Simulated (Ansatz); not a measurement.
## Abstraction of Cl: CCl3F + InH2 → CCl2F + InH2Cl

Species: CCl3F (trichlorofluoromethane) `FC(Cl)(Cl)Cl`, singlet; InH2 `[InH2]`, doublet; CCl2F (dichlorofluoromethyl radical) `F[C](Cl)Cl`, doublet; InH2Cl `[Cl][InH2]`, singlet. A radical takes Cl: the energy is the difference in strength between the C–Cl bond broken and the In–Cl bond made.

Shapes, held fixed at every level: PBE0-D4/def2-TZVP. Programs: Ansatz 0.2.0. The zero-point and thermal change to 298 K, harmonic and unscaled (PBE0-D4/def2-TZVP), is +3.0 kJ/mol.

```json
{"level": "MP2/def2-SVP", "kind": "perturbation theory", "ΔH(298 K) (kJ/mol)": "-85.1", "less CCSD(T)/def2-TZVPP": "+14.3"}
{"level": "MP2/def2-TZVPP", "kind": "perturbation theory", "ΔH(298 K) (kJ/mol)": "-91.4", "less CCSD(T)/def2-TZVPP": "+8.0"}
{"level": "HF/def2-SVP", "kind": "Hartree–Fock", "ΔH(298 K) (kJ/mol)": "-141.9", "less CCSD(T)/def2-TZVPP": "-42.5"}
{"level": "BHLYP-D4/def2-TZVPP", "kind": "global hybrid", "ΔH(298 K) (kJ/mol)": "-115.6", "less CCSD(T)/def2-TZVPP": "-16.2"}
{"level": "r2SCAN0-D4/def2-TZVPP", "kind": "global hybrid", "ΔH(298 K) (kJ/mol)": "-113.7", "less CCSD(T)/def2-TZVPP": "-14.3"}
{"level": "CCSD(T)/def2-SVP", "kind": "coupled cluster or CI", "ΔH(298 K) (kJ/mol)": "-91.6", "less CCSD(T)/def2-TZVPP": "+7.8"}
{"level": "CCSD/def2-TZVPP", "kind": "coupled cluster or CI", "ΔH(298 K) (kJ/mol)": "-105.2", "less CCSD(T)/def2-TZVPP": "-5.8"}
{"level": "CCSD(T)/def2-TZVPP", "kind": "coupled cluster or CI", "ΔH(298 K) (kJ/mol)": "-99.4", "less CCSD(T)/def2-TZVPP": "0.0"}
```

The highest level, CCSD(T)/def2-TZVPP, gives ΔH(298 K) = -99.4 kJ/mol; the levels span -141.9 to -85.1. The column of differences is taken from that level and isn't an error. No measured value is set beside it here. Open shells run unrestricted. For atoms past krypton def2 sets carry core potentials with scalar relativity. Outer-core shells of In are correlated, in sets that cover them unevenly.
